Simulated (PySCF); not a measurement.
**Bond length, frequency and bond energy of NiBr by level of theory**

State: ²Δ (doublet), unpaired electrons δ ↑. Set-up: basis Ni def2-TZVPP, Br def2-TZVPP; no relativity; PySCF 2.14. De refers to Ni (3d8 4s2) + Br in their high-spin ground configurations, without counterpoise correction. The functionals are run spin-unrestricted. A positive dipole means Ni(−)Br(+).

```json
{"Level": "UHF", "Re (Å)": "2.312", "ωe (cm⁻¹)": "273", "De (eV)": "n/a", "μ (D)": "-6.84"}
{"Level": "UHF-MP2", "Re (Å)": "2.178", "ωe (cm⁻¹)": "335", "De (eV)": "n/a", "μ (D)": "n/a"}
{"Level": "UHF-SCS-MP2", "Re (Å)": "2.202", "ωe (cm⁻¹)": "321", "De (eV)": "n/a", "μ (D)": "n/a"}
{"Level": "PBE", "Re (Å)": "2.204", "ωe (cm⁻¹)": "318", "De (eV)": "n/a", "μ (D)": "-4.09"}
{"Level": "BLYP", "Re (Å)": "2.231", "ωe (cm⁻¹)": "305", "De (eV)": "n/a", "μ (D)": "-3.98"}
{"Level": "r²SCAN", "Re (Å)": "2.191", "ωe (cm⁻¹)": "325", "De (eV)": "n/a", "μ (D)": "-4.33"}
{"Level": "PBE0", "Re (Å)": "2.208", "ωe (cm⁻¹)": "317", "De (eV)": "n/a", "μ (D)": "-4.90"}
{"Level": "B97-3", "Re (Å)": "2.235", "ωe (cm⁻¹)": "305", "De (eV)": "n/a", "μ (D)": "-5.05"}
{"Level": "M06", "Re (Å)": "2.206", "ωe (cm⁻¹)": "327", "De (eV)": "n/a", "μ (D)": "-4.54"}
{"Level": "M06-2X", "Re (Å)": "2.270", "ωe (cm⁻¹)": "295", "De (eV)": "n/a", "μ (D)": "-5.52"}
{"Level": "ωB97X", "Re (Å)": "2.208", "ωe (cm⁻¹)": "323", "De (eV)": "n/a", "μ (D)": "-5.14"}
```

What does a quarter of exact exchange do here, going from PBE to PBE0?

PBE0 less PBE: +0.4 pm in Re, -0.3 % in ωe. Exact exchange removes part of the self-interaction that spreads semilocal densities, and in most molecules shortens and stiffens the bond and lowers De; here Re goes the other way.

What does second-order correlation do here, going from UHF to UHF-MP2?

UHF-MP2 less UHF: -13.4 pm in Re, +22.7 % in ωe. Correlation nearly always deepens the well. The bond shortens, as in weak, metallic or heavy-atom bonds, where dispersion and the correlation of outer-core electrons pull the atoms together.

Correlated steps freeze 14 core orbitals. De is left out where the level can put another filling of the metal’s s and d shells below the measured ground configuration, by anything from nothing to about 1 eV. Spin–orbit coupling is left out. With d or f electrons several states lie close, and the lowest PBE0 determinant need not be the measured ground state.
